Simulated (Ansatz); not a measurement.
Steps of a relaxation of CH7FNPSi (`FC[SiH2]NP`) with RKS PBE-D4/def2-SVP.

```sh
$ ansatz run in.yaml --threads 4 --pin off --events-out ev --progress --plain --max-ram 10444MiB
```

```yaml
crystal:
  periodic: [false, false, false]
  atoms:
    - {symbol: F, position_ang: [-1.850500, -0.613500, 1.380800]}
    - {symbol: C, position_ang: [-1.213000, 0.576000, 1.106600]}
    - {symbol: Si, position_ang: [0.532400, 0.203200, 0.761700]}
    - {symbol: N, position_ang: [0.950900, -0.803000, -0.562800]}
    - {symbol: P, position_ang: [0.460200, -0.130400, -2.073100]}
    - {symbol: H, position_ang: [-1.697100, 1.084700, 0.258800]}
    - {symbol: H, position_ang: [-1.294400, 1.231400, 1.983600]}
    - {symbol: H, position_ang: [1.381500, 1.468000, 0.567300]}
    - {symbol: H, position_ang: [1.196300, -0.452600, 1.981800]}
    - {symbol: H, position_ang: [1.863200, -1.073500, -0.510800]}
    - {symbol: H, position_ang: [0.676000, -1.246400, -2.868400]}
    - {symbol: H, position_ang: [-0.928500, -0.299100, -1.991500]}
basis:
  gaussian: {orbitals: def2-SVP}
hamiltonian: {xc: pbe, dispersion: d4}
relax: {f_tol: 0.03, max_steps: 200}
```

Positions (Å) and forces (eV/Å) along the path, 11 of 20 steps:

```xyz
12
step=1 energy=-22499.7618 eV
F    -1.851   -0.614    1.381   -0.603   -0.699    0.096
C    -1.213    0.576    1.107   -0.863    0.050   -0.174
Si    0.532    0.203    0.762    3.198    0.563    1.576
N     0.951   -0.803   -0.563   -4.229    0.180   -0.121
P     0.460   -0.130   -2.073    1.047    1.655   -0.798
H    -1.697    1.085    0.259   -0.347    0.253   -0.273
H    -1.294    1.231    1.984    0.066    0.469    0.338
H     1.381    1.468    0.567   -0.588    0.168    0.205
H     1.196   -0.453    1.982   -0.444    0.096   -0.274
H     1.863   -1.073   -0.511    3.701   -1.238    0.016
H     0.676   -1.246   -2.868   -0.053   -1.045   -0.776
H    -0.928   -0.299   -1.992   -0.883   -0.453    0.185
12
step=2 energy=-22500.3077 eV
F    -1.829   -0.632    1.378   -0.208   -0.190    0.028
C    -1.183    0.568    1.111   -0.555    0.021   -0.030
Si    0.624    0.245    0.809    1.077    0.316    0.486
N     0.903   -0.787   -0.571   -0.186   -0.096    0.358
P     0.500   -0.106   -2.129    0.109    0.548   -0.448
H    -1.682    1.079    0.259   -0.062    0.059   -0.093
H    -1.281    1.244    1.985   -0.027    0.159    0.151
H     1.292    1.622    0.647   -0.179   -0.272    0.141
H     1.176   -0.475    2.026   -0.023    0.132   -0.241
H     1.831   -1.202   -0.529    0.334   -0.266   -0.131
H     0.634   -1.278   -2.929    0.079   -0.417   -0.183
H    -0.908   -0.335   -2.024   -0.360    0.003   -0.038
12
step=3 energy=-22500.3882 eV
F    -1.844   -0.646    1.358    0.039    0.069   -0.019
C    -1.189    0.562    1.116   -0.163    0.003    0.104
Si    0.670    0.275    0.844    0.043    0.031   -0.118
N     0.901   -0.747   -0.572    0.524   -0.120    0.281
P     0.496   -0.110   -2.173    0.003   -0.057   -0.177
H    -1.676    1.077    0.254    0.067   -0.017   -0.016
H    -1.320    1.242    1.994   -0.024   -0.028   -0.003
H     1.294    1.660    0.740   -0.042   -0.096    0.024
H     1.245   -0.452    2.026    0.028   -0.026   -0.041
H     1.804   -1.262   -0.549   -0.483    0.209   -0.130
H     0.632   -1.346   -2.923    0.001    0.040    0.100
H    -0.937   -0.307   -2.081    0.008   -0.007   -0.004
12
step=7 energy=-22500.4303 eV
F    -1.839   -0.642    1.210    0.047    0.065   -0.019
C    -1.177    0.584    1.137   -0.044    0.006    0.008
Si    0.695    0.339    0.853    0.000    0.017    0.034
N     0.978   -0.551   -0.620    0.306   -0.259   -0.215
P     0.448   -0.141   -2.256   -0.018   -0.030    0.213
H    -1.616    1.191    0.308   -0.008   -0.024    0.026
H    -1.353    1.164    2.076    0.014   -0.038   -0.042
H     1.281    1.736    0.899    0.006   -0.028   -0.052
H     1.294   -0.490    1.954   -0.001   -0.002   -0.010
H     1.637   -1.343   -0.579   -0.290    0.242    0.088
H     0.693   -1.446   -2.833    0.026    0.090    0.012
H    -0.964   -0.456   -2.116   -0.038   -0.038   -0.041
12
step=10 energy=-22500.4835 eV
F    -1.823   -0.624    1.150    0.046    0.073    0.002
C    -1.164    0.609    1.148   -0.054    0.010    0.024
Si    0.707    0.359    0.856   -0.032    0.049    0.018
N     0.974   -0.527   -0.623    0.313   -0.209   -0.228
P     0.377   -0.123   -2.230   -0.135   -0.285    0.208
H    -1.600    1.256    0.347    0.012   -0.035    0.038
H    -1.350    1.136    2.117    0.008   -0.037   -0.059
H     1.312    1.747    0.891    0.003   -0.046   -0.052
H     1.303   -0.485    1.946   -0.003    0.001   -0.004
H     1.507   -1.405   -0.551   -0.291    0.206    0.057
H     0.824   -1.348   -2.876   -0.020    0.264    0.057
H    -0.989   -0.650   -2.141    0.154    0.007   -0.060
12
step=15 energy=-22500.6400 eV
F    -1.786   -0.580    1.360    0.016    0.036    0.011
C    -1.149    0.658    1.216   -0.018    0.009   -0.002
Si    0.701    0.354    0.844   -0.024   -0.026   -0.058
N     0.901   -0.629   -0.600   -0.065    0.039    0.022
P     0.240   -0.099   -2.118    0.054   -0.334   -0.147
H    -1.630    1.220    0.379    0.027   -0.024    0.040
H    -1.299    1.263    2.142    0.008   -0.007   -0.006
H     1.371    1.695    0.686   -0.013   -0.018    0.001
H     1.315   -0.427    1.971   -0.004    0.001   -0.010
H     1.069   -1.631   -0.459    0.017    0.039   -0.007
H     1.142   -0.779   -3.037   -0.097    0.139    0.130
H    -0.798   -1.100   -2.350    0.097    0.146    0.026
12
step=16 energy=-22500.6493 eV
F    -1.806   -0.556    1.442    0.025    0.049    0.004
C    -1.159    0.673    1.268   -0.029   -0.002    0.039
Si    0.672    0.352    0.821   -0.044   -0.045   -0.033
N     0.838   -0.644   -0.616   -0.033   -0.020    0.008
P     0.267   -0.130   -2.174    0.061    0.017    0.099
H    -1.673    1.245    0.459    0.006   -0.018   -0.011
H    -1.259    1.280    2.201    0.034   -0.035   -0.044
H     1.339    1.692    0.647    0.002   -0.001   -0.020
H     1.312   -0.423    1.938    0.004   -0.009   -0.016
H     1.049   -1.638   -0.472   -0.014    0.086    0.010
H     1.245   -0.779   -3.021   -0.060   -0.002   -0.006
H    -0.748   -1.127   -2.458    0.048   -0.020   -0.030
12
step=17 energy=-22500.6532 eV
F    -1.815   -0.538    1.520    0.035    0.073   -0.003
C    -1.166    0.683    1.300   -0.010   -0.035    0.047
Si    0.652    0.346    0.813   -0.032   -0.020   -0.015
N     0.794   -0.659   -0.618   -0.025   -0.027   -0.072
P     0.282   -0.135   -2.192    0.005   -0.020    0.051
H    -1.699    1.241    0.494    0.003   -0.012    0.004
H    -1.231    1.308    2.225    0.017   -0.037   -0.067
H     1.321    1.681    0.608   -0.004    0.000   -0.002
H     1.312   -0.427    1.918   -0.003    0.004   -0.003
H     1.017   -1.649   -0.473   -0.009    0.041    0.011
H     1.298   -0.750   -3.020   -0.011    0.012    0.028
H    -0.688   -1.157   -2.542    0.034    0.021    0.021
12
step=18 energy=-22500.6544 eV
F    -1.821   -0.527    1.557    0.017   -0.005   -0.005
C    -1.166    0.681    1.297   -0.030   -0.010    0.020
Si    0.650    0.336    0.815    0.004   -0.008   -0.025
N     0.800   -0.664   -0.619   -0.038   -0.012   -0.004
P     0.276   -0.131   -2.183   -0.015    0.029    0.010
H    -1.699    1.217    0.478    0.010   -0.002   -0.013
H    -1.226    1.333    2.201    0.027    0.005   -0.008
H     1.316    1.672    0.611   -0.001   -0.001    0.004
H     1.311   -0.439    1.919   -0.010    0.009    0.000
H     1.022   -1.654   -0.477    0.006    0.002    0.004
H     1.295   -0.722   -3.022    0.020   -0.007    0.002
H    -0.682   -1.158   -2.541    0.010    0.000    0.016
12
step=19 energy=-22500.6554 eV
F    -1.819   -0.516    1.617    0.034    0.038   -0.016
C    -1.168    0.683    1.314   -0.023   -0.008    0.027
Si    0.638    0.330    0.807   -0.008   -0.013   -0.010
N     0.767   -0.676   -0.623   -0.009    0.009    0.009
P     0.282   -0.130   -2.194   -0.013   -0.023   -0.007
H    -1.715    1.201    0.490    0.004   -0.007    0.012
H    -1.204    1.359    2.202   -0.003   -0.014   -0.026
H     1.305    1.664    0.590   -0.001   -0.005    0.003
H     1.307   -0.441    1.910    0.000    0.007   -0.001
H     0.999   -1.663   -0.483    0.006   -0.011   -0.003
H     1.335   -0.696   -3.012   -0.012    0.001    0.008
H    -0.650   -1.170   -2.584    0.025    0.025    0.004
12
step=20 energy=-22500.6556 eV
F    -1.816   -0.514    1.630    0.008    0.011   -0.004
C    -1.169    0.685    1.317   -0.006   -0.006    0.009
Si    0.635    0.327    0.806    0.001    0.008   -0.002
N     0.760   -0.680   -0.624   -0.004   -0.003    0.003
P     0.284   -0.129   -2.196    0.001   -0.002   -0.001
H    -1.720    1.196    0.493    0.002   -0.001    0.007
H    -1.201    1.366    2.201   -0.002   -0.008   -0.014
H     1.303    1.661    0.587    0.002   -0.001   -0.003
H     1.307   -0.440    1.910   -0.003   -0.001   -0.001
H     0.997   -1.666   -0.485    0.001   -0.003   -0.004
H     1.340   -0.693   -3.009   -0.002    0.003    0.006
H    -0.643   -1.168   -2.596    0.002    0.003    0.004
```

Run time 26 s (4 threads of an Arm Neoverse V2 on a shared host); peak host memory 0.19 GiB.
